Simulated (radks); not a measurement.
Results of a calculation; reference values are marked as such.
Dispersion coefficients C6 (hartree bohr^6) between ground-configuration atoms and ions, from the Casimir-Polder integral (3/pi) of alpha_A(iw) alpha_B(iw). Code: a radial shooting solver on a logarithmic mesh with Libxc functionals. Model: non-relativistic Kohn-Sham, LDA (Slater exchange, Perdew-Wang correlation), spin-unpolarised, spherical densities, point nucleus. Response by self-consistent Sternheimer equations with the Hartree and adiabatic LDA kernel.

C6,Be,B+,C2+,N3+,O4+,F5+,Ne6+,Mg8+
Be,263.9,,,,,,,
B+,83.97,29.18,,,,,,
C2+,37.16,13.58,6.518,,,,,
N3+,19.66,7.420,3.641,2.065,,,,
O4+,11.66,4.501,2.244,1.287,0.8098,,,
F5+,7.479,2.939,1.484,0.8589,0.5440,0.3674,,
Ne6+,5.086,2.026,1.033,0.6027,0.3839,0.2605,0.1854,
Mg8+,2.663,1.084,0.5614,0.3312,0.2129,0.1455,0.1042,0.05912

Static polarisabilities (bohr^3): Be ([He] 2s2) 43.80, B+ ([He] 2s2) 10.78, C2+ ([He] 2s2) 4.257, N3+ ([He] 2s2) 2.108, O4+ ([He] 2s2) 1.196, F5+ ([He] 2s2) 0.7435, Ne6+ ([He] 2s2) 0.4934, Mg8+ ([He] 2s2) 0.2495. The combination rule 2 Ca Cb / ((alpha_b/alpha_a) Ca + (alpha_a/alpha_b) Cb) gives 11.59 for O4+-Be, against 11.66 from the integral.
